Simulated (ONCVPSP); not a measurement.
lead (Pb): ONCV pseudisation with PBE, fully relativistic reference atom.

Input for ONCVPSP 4.0.1:

```
# ATOM AND REFERENCE CONFIGURATION
# atsym  z   nc   nv     iexc    psfile
  Pb 82.00   12    3        4      upf
#
#   n    l    f
    1    0    2.00
    2    0    2.00
    2    1    6.00
    3    0    2.00
    3    1    6.00
    3    2   10.00
    4    0    2.00
    4    1    6.00
    4    2   10.00
    4    3   14.00
    5    0    2.00
    5    1    6.00
    5    2   10.00
    6    0    2.00
    6    1    2.00
#
# PSEUDOPOTENTIAL AND OPTIMIZATION
# lmax
    2
#
#   l,   rc,      ep,       ncon, nbas, qcut
    0    2.10    0.00    4    9    2.50
    1    2.80    0.00    4    7    3.30
    2    1.90    0.00    4    9    9.00
#
# LOCAL POTENTIAL
# lloc, lpopt,  rc(5),   dvloc0
    4    3    1.20    0.00
#
# VANDERBILT-KLEINMAN-BYLANDER PROJECTORs
# l, nproj, debl
    0    2    1.70
    1    2    2.20
    2    1    0.40
#
# MODEL CORE CHARGE
# icmod, fcfact, rcfact
    3    2.00    1.80
#
# LOG DERIVATIVE ANALYSIS
# epsh1, epsh2, depsh
   -2.00    5.00    0.02
#
# OUTPUT GRID
# rlmax, drl
    6.00    0.01
#
# TEST CONFIGURATIONS
# ncnf
    4
# nvcnf
#   n    l    f
    3
    5    2   10.00
    6    0    2.00
    6    1    1.00
#
    3
    5    2   10.00
    6    0    2.00
    6    1    0.00
#
    3
    5    2   10.00
    6    0    1.00
    6    1    0.00
#
    3
    5    2   10.00
    6    0    0.00
    6    1    0.00
#
```

Command:

```bash
oncvpspr.x < Pb.dat > Pb.out
```

Output (shortened: citation, most of the input echo, consistency checks and plot data are left out):

```
ONCVPSP  (Optimized Norm-Conservinng Vanderbilt PSeudopotential)
relativistic version 4.0.1

#   n    l    f        energy (Ha)
    1    0    2.00    -3.2332586D+03
    2    0    2.00    -5.7778056D+02
    2    1    6.00    -4.7429649D+02    -5.5477593D+02
    3    0    2.00    -1.3867542D+02
    3    1    6.00    -1.1035587D+02    -1.2831276D+02
    3    2   10.00    -8.9539804D+01    -9.3359952D+01
    4    0    2.00    -3.1392956D+01
    4    1    6.00    -2.2515187D+01    -2.6910538D+01
    4    2   10.00    -1.4404637D+01    -1.5224739D+01
    4    3   14.00    -4.7835265D+00    -4.9683957D+00
    5    0    2.00    -5.2800029D+00
    5    1    6.00    -2.9313233D+00    -3.7523060D+00
    5    2   10.00    -7.3721671D-01    -8.3210943D-01
    6    0    2.00    -4.4049721D-01
    6    1    2.00    -1.1459955D-01    -1.6833989D-01

Reference configufation results
  iterations    22
  all-electron total energy (Ha)   -2.09285642D+04

Begin loop to  construct optimized pseudo wave functions
and semi-local pseudopoentials for all angular momenta

   Wellstate for l =  0  n =  8 kap= -1
     eigenvalue =   1.2595
     asymptotic potential =   1.7595
     half-point radius =  5.0346

Calculating optimized projector #   1

 for l=   0

    Fraction of norm inside rc  0.444187
    Optimizing pswf for qcut=   2.50 a_B^-1,  ecut=   3.13 Ha
    Residual kinetic energy error=  1.98D-02 Ha

    Energy error per electron        Cutoff
         Ha          eV             Ha
         0.01000     0.27211        4.27
         0.00100     0.02721       42.39
         0.00010     0.00272       53.78
         0.00001     0.00027       69.40

Calculating optimized projector #   2

 for l=   0

    Fraction of norm inside rc  0.101278
    Optimizing pswf for qcut=   2.50 a_B^-1,  ecut=   3.13 Ha
    Residual kinetic energy error=  6.70D-02 Ha

    Energy error per electron        Cutoff
         Ha          eV             Ha
         0.01000     0.27211        5.07
         0.00100     0.02721       18.39
         0.00010     0.00272       45.51
         0.00001     0.00027       67.15

   Wellstate for l =  1  n =  8 kap= -2
     eigenvalue =   2.0854
     asymptotic potential =   2.5854
     half-point radius =  4.4920

Calculating optimized projector #   1

 for l=   1

    Fraction of norm inside rc  0.345323
    Optimizing pswf for qcut=   3.29 a_B^-1,  ecut=   5.43 Ha
    Residual kinetic energy error=  1.57D-04 Ha

    Energy error per electron        Cutoff
         Ha          eV             Ha
         0.01000     0.27211        1.07
         0.00100     0.02721        4.00
         0.00010     0.00272        6.06
         0.00001     0.00027       16.65

Calculating optimized projector #   2

 for l=   1

    Fraction of norm inside rc  0.200685
    Optimizing pswf for qcut=   3.29 a_B^-1,  ecut=   5.43 Ha
    Residual kinetic energy error=  1.35D-02 Ha

    Energy error per electron        Cutoff
         Ha          eV             Ha
         0.01000     0.27211        5.52
         0.00100     0.02721       11.06
         0.00010     0.00272       22.30
         0.00001     0.00027       25.53

   Wellstate for l =  1  n =  8 kap=  1
     eigenvalue =   2.0317

Calculating optimized projector #   1

 for l=   1

    Fraction of norm inside rc  0.496683
    Optimizing pswf for qcut=   3.29 a_B^-1,  ecut=   5.43 Ha
    Residual kinetic energy error=  2.44D-04 Ha

    Energy error per electron        Cutoff
         Ha          eV             Ha
         0.01000     0.27211        1.42
         0.00100     0.02721        4.02
         0.00010     0.00272        9.21
         0.00001     0.00027       18.03

Calculating optimized projector #   2

 for l=   1

    Fraction of norm inside rc  0.232786
    Optimizing pswf for qcut=   3.29 a_B^-1,  ecut=   5.43 Ha
    Residual kinetic energy error=  1.44D-02 Ha

    Energy error per electron        Cutoff
         Ha          eV             Ha
         0.01000     0.27211        5.58
         0.00100     0.02721       14.28
         0.00010     0.00272       23.72
         0.00001     0.00027       26.80

Calculating optimized projector #   1

 for l=   2

    Fraction of norm inside rc  0.870146
    Optimizing pswf for qcut=   8.99 a_B^-1,  ecut=  40.44 Ha
    Residual kinetic energy error=  1.83D-08 Ha

    Energy error per electron        Cutoff
         Ha          eV             Ha
         0.01000     0.27211       19.61
         0.00100     0.02721       24.90
         0.00010     0.00272       29.29
         0.00001     0.00027       32.97

Calculating optimized projector #   1

 for l=   2

    Fraction of norm inside rc  0.891606
    Optimizing pswf for qcut=   8.99 a_B^-1,  ecut=  40.44 Ha
    Residual kinetic energy error=  2.78D-08 Ha

    Energy error per electron        Cutoff
         Ha          eV             Ha
         0.01000     0.27211       20.44
         0.00100     0.02721       25.63
         0.00010     0.00272       29.96
         0.00001     0.00027       33.52

Construct Vanderbilt / Kleinmman-Bylander projectors

B matrix Hermiticity error, ll=  0  kap= -1
   1   2   -1.2690D-04

  Orthonormal projector coefficients  1.0559E+01  2.0926E+00

B matrix Hermiticity error, ll=  1  kap= -2
   1   2   -1.0923D-04

  Orthonormal projector coefficients  6.4548E+00  6.1402E-01

B matrix Hermiticity error, ll=  1  kap=  1
   1   2   -1.2964D-04

  Orthonormal projector coefficients  6.8013E+00  7.0714E-01

 Orthonormal scalar projector coefficients, l =  1
  6.5460E+00  6.5693E-01  9.8820E-03  2.5590E-03

 Orthonormal spin-orbit projector coefficients, l =  1
 -7.0336E-01  4.0768E-01  4.0270E-02 -3.7670E-02

 Orthonormal scalar projector coefficients, l =  2
  1.7399E+00  3.5313E-03

 Orthonormal spin-orbit projector coefficients, l =  2
  9.7752E-02 -4.1902E-02

Model core correction analysis
  based on d2Exc/dn_idn_j

d2excae - all-electron derivatives

   -1.583688D-02   -6.912896D-03   -2.786203D-03
   -6.912699D-03   -1.811647D-02   -1.333310D-02
   -2.786072D-03   -1.333263D-02   -1.710950D-02

d2excps - pseudofunction derivatives with no core correction

   -2.940415D-02   -1.076973D-02   -4.090091D-03
   -1.076920D-02   -2.334589D-02   -1.735690D-02
   -4.089646D-03   -1.735562D-02   -2.230788D-02

rms 2nd derivative error    5.811511E-03

rmatch, rhocmatch    1.0663    8.7702

Teter function model core charge with specified parameters

d2excps - pseudofunction derivatives with core correction

   -1.983247D-02   -8.379303D-03   -3.485011D-03
   -8.379015D-03   -2.051290D-02   -1.615711D-02
   -3.484668D-03   -1.615564D-02   -2.159583D-02

rms 2nd derivative error    2.646925E-03

Pseudoatom total energy  -60.772437

Diagnostic tests using Vanderbilt-Kleinman-Bylander pseudopotentials
  relativistic with J = L +/- 1/2 projectors

   l  kap   rcore       rmatch      e in        delta e    norm test   slope test

   0  -1   2.1088760   2.1729061  -0.4404972  -0.0000020   1.0000576   1.0000738
   0  -1   2.1088760   2.1729061   1.2595028   0.0000004   1.0002567   1.0002567

   1  -2   2.8103093   2.8956364  -0.1145995  -0.0000009   0.9999430   0.9999403
   1   1   2.8103093   2.8956364  -0.1683399   0.0000001   1.0000102   1.0000083
   1  -2   2.8103093   2.8956364   2.0854004   0.0000258   1.0001378   1.0001378
   1   1   2.8103093   2.8956364   1.9999911   0.0000260   1.0000992   1.0000992

   2  -3   1.9049579   1.9627965  -0.7372167  -0.0000041   0.9999928   1.0000110
   2   2   1.9049579   1.9627965  -0.8321094  -0.0000008   0.9999988   0.9999994

Diagnostic tests using Vanderbilt-Kleinman-Bylander pseudopotentials
  relativistic with scalar and spin-orbit non-local projectors

   l  kap   rcore       rmatch      e in        delta e    norm test   slope test

   0  -1   2.1088760   2.1729061  -0.4404972  -0.0000020   1.0000576   1.0000738
   0  -1   2.1088760   2.1729061   1.2595028   0.0000004   1.0002567   1.0002567

   1  -2   2.8103093   2.8956364  -0.1145995  -0.0001822   0.9996194   0.9868264
   1   1   2.8103093   2.8956364  -0.1683399  -0.0002431   0.9998511   0.9969321
   1  -2   2.8103093   2.8956364   2.0854004   0.0000192   1.0001679   1.0001679
   1   1   2.8103093   2.8956364   1.9999911  -0.0000296   1.0001663   1.0001663

   2  -3   1.9049579   1.9627965  -0.7372167  -0.0000041   0.9999928   1.0000110
   2   2   1.9049579   1.9627965  -0.8321094  -0.0000008   0.9999988   0.9999994

Ghost test for J = L + 1/2

 Testing for bound ghosts
   n   l    E NL Schr. Eq   E Basis Diag.   E Cutoff

       0                       -2.508582     78.11  WARNING - GHOST(-)
   1   0       -0.440499       -0.439297     78.11

   2   1       -0.114600       -0.111342     28.04

   3   2       -0.737221       -0.737178     95.32

 Testing for highly-localized positive-energy ghosts
       l    <radius>/rc     E Basis Diag.   E Cutoff

       1        0.239952        0.007399     28.04  WARNING - GHOST(+)

Ghost test for J = L - 1/2

 Testing for bound ghosts
   n   l    E NL Schr. Eq   E Basis Diag.   E Cutoff

       0                       -2.508582     78.11  WARNING - GHOST(-)
   1   0       -0.440499       -0.439297     78.11

   2   1       -0.168340       -0.167228     28.04

   3   2       -0.832110       -0.832087     95.32

 Testing for highly-localized positive-energy ghosts
       l    <radius>/rc     E Basis Diag.   E Cutoff

       1        0.266509        0.861076     28.04  WARNING - GHOST(+)

Test configuration 0

   n   l kap    f        eae           eps        diff
   1   0  -1  2.0000-3233.25864705
   2   0  -1  2.0000 -577.78055701
   2   1  -2  4.0000 -474.29649308
   2   1   1  2.0000 -554.77593486
   3   0  -1  2.0000 -138.67541987
   3   1  -2  4.0000 -110.35586917
   3   1   1  2.0000 -128.31275636
   3   2  -3  6.0000  -89.53980432
   3   2   2  4.0000  -93.35995151
   4   0  -1  2.0000  -31.39295619
   4   1  -2  4.0000  -22.51518723
   4   1   1  2.0000  -26.91053785
   4   2  -3  6.0000  -14.40463661
   4   2   2  4.0000  -15.22473930
   4   3  -4  8.0000   -4.78352651
   4   3   3  6.0000   -4.96839570
   5   0  -1  2.0000   -5.28000292
   5   1  -2  4.0000   -2.93132325
   5   1   1  2.0000   -3.75230603
   5   2  -3  6.0000   -0.73721671   -0.73722081   -4.10E-06
   5   2   2  4.0000   -0.83210943   -0.83211018   -7.54E-07
   6   0  -1  2.0000   -0.44049721   -0.44049924   -2.03E-06
   6   1  -2  1.3333   -0.11459955   -0.11460045   -8.99E-07
   6   1   1  0.6667   -0.16833989   -0.16833975    1.38E-07

    Total energies and differences
      AE_ref= -2.09285642E+04  AE_tst= -2.09285642E+04  dif=  0.00E+00
      PS_ref= -6.07724374E+01  PS_tst= -6.07724374E+01  dif= -1.42E-14
      PSP excitation error=  1.42E-14

Test configuration 1

psatom_r: WARNING lschvkbb convergence error n,l,kap,iter=   2   1  -2

ea(ii),et,emin,emax -2.390195E-01 -2.439200E-01 -2.439200E-01 -2.439200E-01
run_config_r: WARNING for fully non-local PS atom,
 WARNING no output for configuration 2

Test configuration 2

psatom_r: WARNING lschvkbb convergence error n,l,kap,iter=   2   1  -2

ea(ii),et,emin,emax -2.399122E-01 -2.514049E-01 -2.514049E-01 -2.514049E-01
run_config_r: WARNING for fully non-local PS atom,
 WARNING no output for configuration 3

Test configuration 3

psatom_r: WARNING lschvkbb convergence error n,l,kap,iter=   2   1  -2

ea(ii),et,emin,emax -2.130159E-01 -2.279865E-01 -2.279865E-01 -2.279865E-01
run_config_r: WARNING for fully non-local PS atom,
 WARNING no output for configuration 4

Test configuration 4

psatom_r: WARNING lschvkbb convergence error n,l,kap,iter=   2   1  -2

ea(ii),et,emin,emax -1.253388E-01 -1.378726E-01 -1.378726E-01 -1.378726E-01
run_config_r: WARNING for fully non-local PS atom,
 WARNING no output for configuration 5
```

Note: ghosts flagged at negative energy: s at -68.3 eV; GHOST(+) flagged for p3/2 at 0.20 eV, p1/2 at 23.4 eV. A true bound ghost makes a file unfit for plane-wave use.

The run took about 7.5 s on one core of a shared server CPU.
